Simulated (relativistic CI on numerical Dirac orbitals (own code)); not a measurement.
Co+ in a cubic cluster: 2p photoemission with charge transfer

Computed with a charge-transfer multiplet model of a cubic metal-ligand cluster with up to 2 ligand holes, Slater and spin-orbit integrals from Dirac-Coulomb-Breit ions, Slater integrals scaled by 0.8. The ground state mixes d8 with configurations of k ligand holes L, whose averages lie at kΔ + k(k − 1)U_dd/2; a core hole lowers each added d electron by U_cd. 300 K, Lorentzian 0.6 eV and Gaussian 0.8 eV FWHM.

Atomic integrals in eV (Slater integrals scaled, ζ unscaled), ground: F2dd 8.285, F4dd 5.103, zeta_d 0.056; with the core hole: F2dd 9.869, F4dd 6.132, zeta_d 0.084, zeta_core 9.670, F2cd 5.831, G1cd 4.368, G3cd 2.482.

Cluster parameters (eV): Δ = 7.2, U_cd = 7.1, 10Dq = 0.35, 10Dq(ligand) = 1.6, V(eg) = 2.15, V(t2g) = -1.05, final-state hopping factor = 1.

| Case | n_d | d8 | d9L | d10L2 | S |
| --- | --- | --- | --- | --- | --- |
| U_dd = 4.2 eV | 8.13 | 0.88 | 0.12 | 0.00 | 1.00 |
| U_dd = 5.6 eV | 8.13 | 0.88 | 0.12 | 0.00 | 1.00 |
| U_dd = 6.3 eV | 8.13 | 0.88 | 0.12 | 0.00 | 1.00 |
| U_dd = 7 eV | 8.12 | 0.88 | 0.12 | 0.00 | 1.00 |
| U_dd = 7.7 eV | 8.12 | 0.88 | 0.12 | 0.00 | 1.00 |

Weights, n_d and S are thermal averages at 300 K. Binding energies count from the first peak over 30 % of the highest in each spectrum, which can be another peak from case to case. The parameters are a model scan and need not match a compound or its usual spin state. Peaks in eV (height, largest 100):
- U_dd = 4.2 eV: 0.0 (100), 5.2 (31), 15.1 (50), 20.5 (17)
- U_dd = 5.6 eV: 0.0 (100), 5.3 (25), 15.1 (50), 20.8 (15)
- U_dd = 6.3 eV: 0.0 (100), 5.3 (23), 15.1 (50), 21.0 (15)
- U_dd = 7 eV: 0.0 (100), 5.3 (21), 15.0 (50), 21.0 (14)
- U_dd = 7.7 eV: 0.0 (100), 5.3 (20), 15.0 (50), 21.1 (14)

Curve for U_dd = 5.6 eV (points under 2 left out, the grid thinned):

```
E (eV)  Intensity
  -3.1        2.1
  -2.5        3.2
  -2.0        5.0
  -1.4       11.0
  -0.8       37.8
  -0.3       86.6
   0.3       89.7
   0.8       53.7
   1.4       34.8
   2.0       24.6
   2.5       15.5
   3.1       11.2
   3.7        9.2
   4.2       10.4
   4.8       19.6
   5.4       24.6
   5.9       18.7
   6.5       15.1
   7.0       12.9
   7.6       10.4
   8.2        7.6
   8.7        5.2
   9.3        3.1
  11.2        2.2
  11.7        2.3
  12.3        2.1
  12.9        2.6
  13.4        4.3
  14.0       11.9
  14.5       32.0
  15.1       50.1
  15.7       34.7
  16.2       25.4
  16.8       12.9
  17.4        6.2
  17.9        4.1
  18.5        3.1
  19.1        4.0
  19.6        6.2
  20.2       11.3
  20.7       14.9
  21.3       12.3
  21.9        6.1
  22.4        3.7
  23.0        2.2
```

For the case U_dd = 6.3 eV, Δ = 7.2 eV is larger than U_dd = 6.3 eV, the Mott-Hubbard side of the Zaanen-Sawatzky-Allen scheme. With the core hole the average of the configuration with one ligand hole lies at Δ − U_cd = 0.1 eV before mixing: the effective hopping of about 2.9 eV (from the holes of the mixed ground state) is comparable with this gap or larger, so the configurations mix strongly.
